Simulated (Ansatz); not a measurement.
`O/C(F)=[CH]\[GeH3]` + H₂O → `[OH][GeH3]` + `C=C(O)F` at 500 K and 1 bar (formal hydrolysis of a Ge–C bond).

Isolated molecules relaxed with PBE0-D4/def2-TZVP in Ansatz; ΔE leaves out vibrations. CCSD(T)/CBS adds triple-zeta CCSD(T) − MP2 to the extrapolated MP2 energy (def2 sets, frozen cores). This one scheme is used for every species. For Ge outer-core shells are correlated without core-valence functions, which leaves a few kJ/mol of doubt a bond. Scalar relativity is left out up to krypton. One conformer a species, not always the lowest.

| species | CCSD(T)/CBS energy (Eh) | H − E (kJ/mol) | S (J/(mol·K)) |
| --- | --- | --- | --- |
| `O/C(F)=[CH]\[GeH3]` | -2330.15381 | 210.5 | 425.2 |
| H₂O | -76.37941 | 73.2 | 206.3 |
| `[OH][GeH3]` | -2153.69723 | 124.0 | 309.0 |
| `C=C(O)F` | -252.84296 | 158.1 | 325.5 |

H − E and S are ideal-gas, rigid-rotor, harmonic terms from PBE0-D4/def2-TZVP, for one conformer and one mirror image of each species. 1 Eh = 2625.50 kJ/mol, R = 8.31446 J/(mol·K).

Q: By hand: ΔE, ΔH, ΔS and ΔG.

A: ΔE = (-2153.69723) + (-252.84296) − (-2330.15381) − (-76.37941) = -0.00697 Eh = -18.3 kJ/mol. Δ(H − E) = 124.0 + 158.1 − 210.5 − 73.2 = -1.6, so ΔH = -19.9 kJ/mol. ΔS = 309.0 + 325.5 − 425.2 − 206.3 = 3.0 J/(mol·K). ΔG = -19.9 − 500 × (3.0)/1000 = -21.4 kJ/mol.

Q: By hand: the equilibrium constant, and the temperature at which ΔG would vanish if ΔH and ΔS stayed fixed.

A: log₁₀ K = −ΔG/(RT ln 10) = 2.2. ΔH and −TΔS have one sign here, so there is no such temperature. One of them is within its doubt of zero, so this could turn.

The number of gas molecules stays the same, so ΔS is small and ΔH decides. A doubt of 5 kJ/mol in ΔE shifts log₁₀ K by 0.5 here. Other conformers and mirror images would add mixing entropy, several J/(mol·K) or more a flexible species. Modes under 60 cm⁻¹, often nearly free rotors, make the harmonic entropy too high. These are equilibria of isolated gas molecules and say nothing of rates. Largest T1 diagnostic: 0.012 (customary marks: 0.02 for closed shells, 0.045 for open ones).
